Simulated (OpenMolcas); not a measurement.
Sb2+: effect of the basis set

```yaml
Program: OpenMolcas 26.06
Method: "SS-RASPT2, IPEA 0.25 Eh, imaginary shift 0.1 Eh (closed shells correlated: 4d 5s)"
Active_space: 1 electron in 9 orbitals (RAS2 5p; RAS3 5d 6s, at most 1 electron)
State_averaging: 2S+1 = 2 odd, 3 roots; 2S+1 = 2 even, 6 roots
Spin-orbit_coupling: state interaction with AMFI integrals over the reference wave functions, term energies averaged over their components
```

A. ANO-RCC-VQZP [8s7p5d3f2g], DKH2, point nucleus; CASPT2 step about 5 core-seconds
B. ANO-R3 [8s7p5d3f2g1h], X2C, finite nucleus; CASPT2 step of the order of 5 core-seconds
C. ANO-RCC [10s9p8d5f3g], DKH2, point nucleus; CASPT2 step roughly 10 core-seconds

Energies in cm-1 above 5s2 5p 2P* 1/2, the measured ground level; measured values from Moore, Atomic Energy Levels, vol. III, NSRDS-NBS 35 (1971 reprint of NBS Circular 467, 1958).

| Level | A | B | C | Measured |
| --- | --- | --- | --- | --- |
| 5s2 5p 2P* 1/2 | 0.0 | 0.0 | 0.0 | 0.0 |
| 5s2 5p 2P* 3/2 | 5700 | 5840 | 5820 | 6576 |
| 5s2 6s 2S 1/2 | 92820 | 94030 | 92760 | 93418 |
| 5s2 5d 2D 3/2 | 93680 | 98410 | 92330 | 98820 |
| 5s2 5d 2D 5/2 | 94290 | 99200 | 92730 | 100385 |

Deviations, from unrounded energies. A percentage is the sum of absolute deviations over the sum of measured energies, with the sign that they share, or ± where signs differ.

```tsv
Against measurement	Levels	A	B	C
mean absolute deviation (cm-1)	4	3200	730	3900
fine structure of the ground term (%)	1	-13.3	-11.2	-11.5
other configurations (%)	3	-4.0	±0.8	-5.1
```

B lies closest to measurement on these levels and C furthest from it. The largest miss of B in the table is 5s2 5d 2D 5/2, by -1200 cm-1. The ranking rests on the paired levels alone, and a cruder setting can come out closer through cancelling errors.

Among A to C the level of the table that moves most is 5s2 5d 2D 5/2, by 6500 cm-1 (lowest in C, highest in B). Moves below CASPT2's spread within the term are not significant.

Term energies are means over components that CASPT2 splits; among the terms shown or strongly mixed into the levels shown the widest spread is 960 cm-1 (5s2 5d 2D, A). ANO sets are built for valence states and can reach diffuse excited orbitals poorly, and with the s shell closed the s pⁿ⁺¹ terms that mix with these levels are absent. With one active electron, CASPT2 adds the correlation within the correlated inactive shells and between them and that electron, and leaves the splitting within a term as the reference gives it. Measured partners are found by configuration, term and J. A level has none where our copy of the source lacks it or the pairing is in doubt (some pairs that miss far off the trend of their configuration count as doubtful), and it then counts in no deviation. Only configurations of the active space appear.

* marks odd parity.
